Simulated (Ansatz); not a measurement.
[AuCl2]- (AuCl₂⁻). Charge -1, multiplicity 1. Geometry relaxed at B3LYP-D4/def2-TZVPD.

```xyz
3

Au    0.000    0.000    0.000
Cl   -0.902    1.741   -1.240
Cl    0.902   -1.741    1.240
```

In the def2 sets Au takes a core potential; there is no spin–orbit coupling. The relaxation made no stability test and no search for a lower SCF solution.

Estimate the harmonic wavenumbers at RKS B3LYP-D4/def2-TZVPD (Ansatz, unscaled). Is this a minimum?

99, 99, 298, 319 cm⁻¹. Yes, no mode is imaginary beyond noise. Zero-point energy 4.9 kJ/mol. It took 19 s on 4 threads of Arm Neoverse V2 on a shared host.
